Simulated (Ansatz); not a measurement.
The first iterations of a band of BFH4N2 + ClH (10 atoms, charge 0, multiplicity 1).

The calculation used RKS PBE0/6-31G* in Ansatz 0.2.0.

```
movable images  : 9
climbing image  : yes
spring          : 5.0 eV/Å²
optimiser       : quadratic models (default)
start path      : through a guess of the saddle point
force threshold : 0.05 eV/Å
iteration limit : 60
end points      : relaxed
```

First end point:

```xyz
10
Properties=species:S:1:pos:R:3
B 0.056 -0.272 0.049
N -0.019 0.029 1.466
H -0.853 -0.297 1.938
H 0.801 -0.144 2.032
N 1.251 -0.212 -0.679
H 2.124 0.123 -0.305
H 1.252 -0.328 -1.680
F -1.089 -0.582 -0.576
Cl -0.051 3.090 1.800
H -0.090 1.757 1.626
```

Last end point:

```xyz
10
Properties=species:S:1:pos:R:3
B 0.100 0.592 0.125
N -0.052 0.151 1.732
H -0.199 -0.857 1.780
H 0.807 0.370 2.232
N 1.246 -0.160 -0.411
H 0.998 -0.679 -1.245
H 2.064 0.399 -0.617
F -1.125 0.266 -0.401
Cl 0.371 2.452 0.286
H -0.827 0.629 2.190
```

| iteration | highest image above the first end (eV) | largest band force component (eV/Å) |
| --- | --- | --- |
| 1 | 7.444 | 34.395 |
| 2 | 2.441 | 3.695 |
| 3 | 1.364 | 1.998 |
| 4 | 0.940 | 1.149 |
| 5 | 0.817 | 0.692 |
| 6 | 0.865 | 0.630 |
| 7 | 0.996 | 1.913 |
| 8 | 0.929 | 0.771 |
| 9 | 0.828 | 0.899 |
| 10 | 0.773 | 0.806 |

Problem. Does the band converge within its limit, and where does its top end?

Solution. The run converged. It ended after 31 iterations with the highest image 0.448 eV above the first end. The profile has 2 maxima (images 4, 8) with wells between them (image 7): this band takes more than one step, which may be the mechanism or a detour left from its start path. A vibrational analysis at the climbing image gives one clearly imaginary mode, 253i cm⁻¹: a first-order saddle point. The orbitals stay closed-shell, which can raise the energy where a bond breaks towards radicals; this wasn't checked here.

Run time: 9.3 min on 2 threads of Intel(R) Xeon(R) Platinum 8488C (Sapphire Rapids), on a shared host, peak memory 0.21 GiB.
